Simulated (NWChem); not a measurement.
Molecule: digermane (Ge2H6); SMILES [GeH3][GeH3]

Results from NWChem. Pople sets run with spherical d functions. Medium grid unless said otherwise, to which SCAN and Minnesota functionals are sensitive. Coordinates come from a B3LYP/6-31G* (spherical d) optimisation.

**Question.** Order these by “orbital gap (eV)”, lowest first: B3LYP/6-31G*; r2SCAN/6-31G*; r2SCAN0/6-31G*; BHandHLYP/6-31G*; PBE/6-31G*.

**Answer.** PBE/6-31G* (6.47), r2SCAN/6-31G* (7.16), B3LYP/6-31G* (7.88), r2SCAN0/6-31G* (8.82), BHandHLYP/6-31G* (10.13)
